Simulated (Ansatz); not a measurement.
Consider the isomerisation: `FC[SiH2]CS` → `C[SiH](F)CS`.

Computed with Ansatz on PBE0-D4/def2-TZVP structures; ΔE is electronic, products minus reactants. CCSD(T)/CBS adds triple-zeta CCSD(T) − MP2 to the extrapolated MP2 energy (def2 sets, frozen cores). DFT in def2-TZVPP. B3LYP here is the variant with VWN-RPA as its local correlation; programs differ in this. Each species was taken in one conformer, which may not be the lowest.

CCSD(T)/CBS gives -62.8 kcal/mol.

Question: Another level gave -60.1 kcal/mol. Which?
A. HF/def2-TZVPP
B. PBE/def2-TZVPP
C. B3LYP/def2-TZVPP
D. MP2/def2-TZVPP

Answer: C. B3LYP -60.1, PBE -58.0, HF/def2-TZVPP -62.1, MP2/def2-TZVPP -64.6 kcal/mol.

Largest T1 diagnostic among the species: 0.011.

From PBE to PBE0 (25 % exact exchange), in def2-TZVPP and without D4, ΔE moves by −1.9 kcal/mol.
